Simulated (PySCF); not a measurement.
Relaxation of singlet TlH₄⁻

Computed with PySCF, PBE0, basis Tl def2-TZVPD with ECP60, H def2-TZVPD (scalar-relativistic core potentials, no spin–orbit coupling, density fitting). A (50,194) grid was used.

A hand-made tetrahedral start, of Td symmetry, held to at least that symmetry:

```xyz
5
charge -1 multiplicity 1, angstrom
Tl    0.0000    0.0000    0.0000
H     1.4370   -0.0001    1.0161
H    -1.4370    0.0000    1.0161
H     0.0000    1.4370   -1.0161
H     0.0000   -1.4370   -1.0162
```

At each step, columns x, y, z (Å) and Fx, Fy, Fz (eV/Å):

```
step 0  E − E(last) = 2.47 kJ/mol
Tl   0.000   0.000   0.000   0.000   0.000   0.000
H    1.437   0.000   1.016   0.303   0.000   0.213
H   -1.437   0.000   1.016  -0.303   0.000   0.213
H    0.000   1.437  -1.016   0.000   0.303  -0.213
H    0.000  -1.437  -1.016   0.000  -0.303  -0.213
step 1  E − E(last) = 0.62 kJ/mol
Tl   0.000   0.000   0.000   0.000   0.000   0.000
H    1.451   0.000   1.026   0.148   0.000   0.104
H   -1.451   0.000   1.026  -0.148   0.000   0.104
H    0.000   1.451  -1.026   0.000   0.149  -0.104
H    0.000  -1.451  -1.026   0.000  -0.148  -0.104
step 2  E − E(last) = 0.00 kJ/mol
Tl   0.000   0.000   0.000   0.000   0.000   0.000
H    1.465   0.000   1.036   0.011   0.000   0.007
H   -1.465   0.000   1.036  -0.011   0.000   0.007
H    0.000   1.465  -1.036   0.000   0.011  -0.007
H    0.000  -1.465  -1.036   0.000  -0.011  -0.007
step 3  E − E(last) = 0.00 kJ/mol
Tl   0.000   0.000   0.000   0.000   0.000   0.000
H    1.466   0.000   1.037   0.001   0.000   0.000
H   -1.466   0.000   1.037  -0.001   0.000   0.000
H    0.000   1.466  -1.037   0.000   0.001   0.000
H    0.000  -1.466  -1.037   0.000  -0.001   0.000
```

It ends at Td with Tl–H 1.796 Å (×4); H–Tl–H 109.5° (×6). A frequency run shows a minimum. Other isomers or separated fragments may lie lower.

With an element this heavy the missing spin–orbit coupling can shift these numbers.

The relaxation took about 14 core-seconds on a shared host.
